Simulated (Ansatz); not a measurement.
Geometry optimisation, RKS PBE0-D4/def2-SVP (Ansatz).

Input:

```yaml
crystal:
  periodic: [false, false, false]
  atoms:
    - { symbol: B, position_ang: [0.0, 0.0, 0.0] }
    - { symbol: H, position_ang: [0.0, 0.0, 1.54] }
    - { symbol: F, position_ang: [1.1431, 0.0, -0.66] }
    - { symbol: O, position_ang: [-1.2211, 0.0, -0.705] }
    - { symbol: H, position_ang: [-1.7308, -0.8467, -0.4965] }
    - { symbol: Cl, position_ang: [0.0968, 2.0475, 0.6811] }
    - { symbol: H, position_ang: [0.0414, 0.8758, 1.6586] }
basis:
  gaussian: { orbitals: def2-SVP }
hamiltonian:
  xc: pbe0
  dispersion: d4
relax:
  f_tol: 0.15
  max_steps: 25
  restrain:
    - { distance: [0, 5], at: 1.86, k: 30.0 }
    - { distance: [6, 1], at: 0.66, k: 30.0 }
    - { distance: [0, 1], at: 2.39, k: 30.0 }
    - { distance: [6, 5], at: 2.57, k: 30.0 }
```

Command:

```bash
$ ansatz run input.yaml --threads 1 --pin off --max-ram 2048MiB --backend cpu --events-out ev --progress --plain --runs-dir out
```

Question: Where does it end, and by what steps?

Answer: The run converged. The restraints hold the end off the free minimum. After 8 steps the energy has fallen by 3.032 eV (the restraints' own energy left out); Cl6 moved furthest, 0.63 Å. Parted: Cl6–H7 (1.53 → 2.58 Å).

```
step  energy less start (eV)  largest force component (eV/Å)  accepted
   0                  0.0000                           3.797       yes
   1                 -0.5893                           5.171       yes
   2                 -1.6557                           4.361       yes
   3                 -2.5263                           2.721       yes
   4                 -2.7662                           1.339       yes
   5                 -2.7851                           1.963        no
   6                 -2.9152                           1.445       yes
   7                 -2.9942                           1.613       yes
   8                 -3.0320                           1.767       yes
```

```xyz
7
Properties=species:S:1:pos:R:3
B -0.100 0.525 -0.319
H 0.000 -0.207 1.960
F 0.978 -0.203 -0.557
O -1.342 0.052 -0.444
H -1.385 -0.880 -0.693
Cl 0.133 2.281 0.101
H 0.046 0.510 1.970
```

Run time: 27 s on 1 thread of Arm Neoverse V1, with other jobs on the host, peak memory 0.14 GiB.
